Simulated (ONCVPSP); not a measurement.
# An all-electron radial function and its pseudo partner (Cl)

Columns: radius, all-electron u(r) and pseudo u(r) of the 2p shell (level -191.63 eV) of chlorine in the configuration [He] 2s2 2p6 3s2 3p5; PBE, scalar-relativistic, ONCV scheme, ONCVPSP 4.0.1.

```
r (bohr)  all-electron  pseudo
   0.035        0.1455  0.0548
   0.070        0.4324  0.2071
   0.105        0.7391  0.4366
   0.140        1.0084  0.7092
   0.175        1.2202  0.9888
   0.210        1.3701  1.2411
   0.245        1.4628  1.4391
   0.280        1.5068  1.5680
   0.315        1.5117  1.6255
   0.350        1.4857  1.6185
   0.385        1.4367  1.5614
   0.420        1.3718  1.4715
   0.455        1.2959  1.3643
   0.490        1.2138  1.2532
   0.525        1.1286  1.1468
   0.560        1.0428  1.0490
   0.595        0.9585  0.9598
   0.630        0.8770  0.8769
   0.665        0.7992  0.7990
   0.700        0.7258  0.7256
   0.735        0.6570  0.6569
   0.770        0.5932  0.5930
   0.805        0.5344  0.5342
   0.840        0.4804  0.4802
   0.875        0.4310  0.4309
   0.910        0.3862  0.3861
```

**Question.** How many radial nodes do the two functions have?

**Answer.** The all-electron 2p function has n − l − 1 = 0; the pseudo-wave has 0.

**Question.** At about which radius was the pseudo-wave matched?

**Answer.** 0.70 bohr. The columns agree to 0.0005 from 0.63 bohr on; several derivatives are matched, so the curves merge somewhat inside the radius.

**Question.** Where does each function peak?

**Answer.** Outermost all-electron maximum near 0.32 bohr, pseudo maximum near 0.32 bohr (to the table’s step).

**Question.** Is the pseudo-wave norm-conserving?

**Answer.** Yes: the ONCV scheme keeps the norm inside the radius equal to the all-electron one, which fixes the energy derivative of the logarithmic derivative at the level.
